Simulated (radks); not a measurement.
Problem. Neutral bismuth, configuration [Hg] 6p3. Method: scalar-relativistic Kohn-Sham, BLYP, spin-polarised, spherical densities, finite nucleus; open shells are filled with parallel spins first (spin-orbit coupling, left out, can overturn this in heavy ions); Fermi nuclear charge, rms radius 5.5211 fm; computed with a radial shooting solver on a logarithmic mesh with Libxc functionals. Some entries of the table are withheld. Estimate them.

| orbital | occ. | eigenvalue (hartree) | <1/r> (bohr^-1) |
|---|---|---|---|
| 1s up | 1 | -3330.412 | 103.2 |
| 1s down | 1 | -3330.411 | 103.2 |
| 2s up | 1 | -598.4346 | 24.25 |
| 2s down | 1 | -598.4342 | 24.25 |
| 2p up | 3 | -512.1540 | 21.22 |
| 2p down | 3 | -512.1531 | 21.22 |
| 3s up | 1 | -144.4396 | 8.988 |
| 3s down | 1 | -144.4388 | 8.988 |
| 3p up | 3 | -119.7762 | 8.110 |
| 3p down | 3 | -119.7753 | 8.110 |
| 3d up | 5 | -94.94084 | 7.604 |
| 3d down | 5 | -94.94006 | 7.604 |
| 4s up | 1 | -33.12861 | 3.877 |
| 4s down | 1 | -33.12729 | 3.877 |
| 4p up | 3 | -25.04378 | 3.480 |
| 4p down | 3 | -25.04238 | 3.480 |
| 4d up | 5 | -15.78561 | 3.131 |
| 4d down | 5 | -15.78403 | 3.131 |
| 5s up | 1 | -5.78018 | 1.646 |
| 5s down | 1 | -5.77639 | 1.646 |
| 4f up | 7 | -5.59079 | 2.745 |
| 4f down | 7 | -5.58898 | 2.745 |
| 5p up | 3 | (1) | 1.410 |
| 5p down | 3 | (2) | 1.411 |
| 5d up | 5 | -0.98234 | 1.060 |
| 5d down | 5 | -0.97243 | 1.066 |
| 6s up | 1 | -0.54049 | 0.5868 |
| 6s down | 1 | -0.49626 | 0.5943 |
| 6p up | 3 | -0.17965 | 0.4178 |
| 6p down | 0 | -0.13183 | 0.4078 |

Solution. 
(1) 5p up eigenvalue (hartree): -3.50695
(2) 5p down eigenvalue (hartree): -3.50325
